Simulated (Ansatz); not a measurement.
All values below come from frozen-core CCSD(T)/def2-TZVPP // B3LYP-D3(BJ)/def2-TZVP in Ansatz (an electronic-structure program).

Ansatz 0.2 input:
```yaml
crystal:
  periodic: [false, false, false]
  atoms:
    - { symbol: C, position_ang: [-1.915011, -0.503949, 0.485007] }
    - { symbol: C, position_ang: [-1.065548, 0.460188, 0.275175] }
    - { symbol: C, position_ang: [-0.211791, 1.420472, 0.064076] }
    - { symbol: S, position_ang: [1.488779, 1.253392, -0.372361] }
    - { symbol: C, position_ang: [1.661308, -0.544303, -0.427727] }
    - { symbol: H, position_ang: [-2.061662, -0.928803, 1.473207] }
    - { symbol: H, position_ang: [-2.52017, -0.914349, -0.317456] }
    - { symbol: H, position_ang: [-0.51512, 2.458245, 0.149713] }
    - { symbol: H, position_ang: [2.696793, -0.746686, -0.695677] }
    - { symbol: H, position_ang: [0.999141, -0.971884, -1.179014] }
    - { symbol: H, position_ang: [1.443278, -0.98232, 0.54506] }
basis:
  gaussian: { orbitals: def2-TZVPP }
correlation:
  method: ccsd_t
```

Output:

```
Functional definition: HF
1466 factors; integrals over basis functions are off by at most 9.6e-4 eV
mean field evaluation 1: about -15030.7505 eV, gradient 3.2e1 eV
mean field evaluation 2: about -15031.0681 eV, gradient 3.2e1 eV
mean field evaluation 4: about -15034.1251 eV, gradient 4.7e0 eV
mean field evaluation 8: about -15034.2048 eV, gradient 3.3e-1 eV
mean field evaluation 16: about -15034.2055 eV, gradient 1.7e-6 eV
mean field -15034.20547103 eV, -552.4968605099 hartree, gradient 1.7e-6 eV, S^2 0.000000; 0 other end points of the search recorded, 0 dependent functions left out
9 core orbitals not correlated
reference -15034.20547103 eV, -552.4968605099 hartree; 14, 14 occupied and 227, 227 virtual orbitals, 1466 factors
second order -22.41235029 eV of doubles, -0.00000000 eV of singles
cycle   1  -22.91183693 eV  change   -5.0e-1 eV  update   1.1e-1
cycle   2  -23.51961652 eV  change   -6.1e-1 eV  update   3.5e-2
cycle   3  -23.65835879 eV  change   -1.4e-1 eV  update   1.7e-2
cycle   4  -23.65327922 eV  change    5.1e-3 eV  update   4.7e-3
cycle   5  -23.65412231 eV  change   -8.4e-4 eV  update   2.1e-3
cycle   6  -23.65468610 eV  change   -5.6e-4 eV  update   5.9e-4
cycle   7  -23.65454057 eV  change    1.5e-4 eV  update   2.7e-4
cycle   8  -23.65455842 eV  change   -1.8e-5 eV  update   9.6e-5
cycle   9  -23.65457788 eV  change   -1.9e-5 eV  update   3.7e-5
cycle  10  -23.65455674 eV  change    2.1e-5 eV  update   1.5e-5
perturbative correction -1.16504985 eV, -0.0428147922 hartree
Total energy: -15059.02507762 eV, -553.4089642287 hartree
```

Cost: roughly 6 core-minutes.
